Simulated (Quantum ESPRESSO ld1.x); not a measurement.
Task: These are the eigenvalues of the occupied orbitals of an atom or ion with whole-number occupations (hartree). Calculated with ld1.x of Quantum ESPRESSO 7.5: Dirac Kohn-Sham, PBEsol, spin-unpolarised, spherical densities, point nucleus.

| orbital | eigenvalue |
|---|---|
| 1s1/2 | -198.5333 |
| 2s1/2 | -36.3861 |
| 2p1/2 | -33.6503 |
| 2p3/2 | -33.4069 |

Which element is it, and in what charge state? The configuration may be excited. Open shells, if any, are shared by 2j + 1.

Result: Z = 22, titanium, charge +14: Ti14+ in [He] 2s2 2p4. The list shows which subshells hold electrons but not how many an open one holds; the 1s level, -198.53 hartree, gives Z - s = 19.9 by -(Z - s)^2/2, which with screening and relativity narrows Z to a few neighbours, and the depths of the outer levels then fix element, charge and occupations together.
